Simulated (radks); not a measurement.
Values are calculated unless marked as measured or tabulated.
Effect of the nuclear size on the cerium ion Ce2+, [Xe] 4f2. Code: a radial shooting solver on a logarithmic mesh with Libxc functionals. Model: Dirac Kohn-Sham, relativistic LDA (MacDonald-Vosko exchange, VWN5 correlation), spin-unpolarised, spherical densities, finite nucleus; open shells are shared between the two j in proportion to 2j + 1; Fermi nuclear charge, rms radius 4.8771 fm. The rms radius is varied about that value; shifts are against it.

rms radius (fm)  total energy shift (eV)  density at nucleus (e/bohr^3)  1s1/2 shift (meV)  2s1/2 shift (meV)  4p1/2 shift (meV)  5s1/2 shift (meV)  5p1/2 shift (meV)  4f7/2 shift (meV)  6s1/2 (empty) shift (meV)
4.3504                             -2.11                      3.872e+05               -871               -107              0.234             -0.827              0.050              0.118                     -0.147
4.7015                            -0.724                      3.811e+05               -299              -36.6              0.080             -0.284              0.017              0.041                     -0.051
4.8771                                 0                      3.782e+05              0.000              0.000              0.000              0.000              0.000              0.000                      0.000
5.2234                              1.49                      3.728e+05                616               75.4             -0.165              0.585             -0.035             -0.084                      0.104
5.716                               3.75                      3.659e+05               1550                190             -0.415               1.47             -0.089             -0.210                      0.262

Slopes of the eigenvalues against <r^2> in GHz/fm^2, as finite differences over the two radii next to the reference (eigenvalue slopes, not the field-shift constants of lines): 1s1/2 42700, 2s1/2 5230, 4p1/2 -11.5, 5s1/2 40.6, 5p1/2 -2.44, 4f7/2 -5.80, 6s1/2 (empty) 7.23.
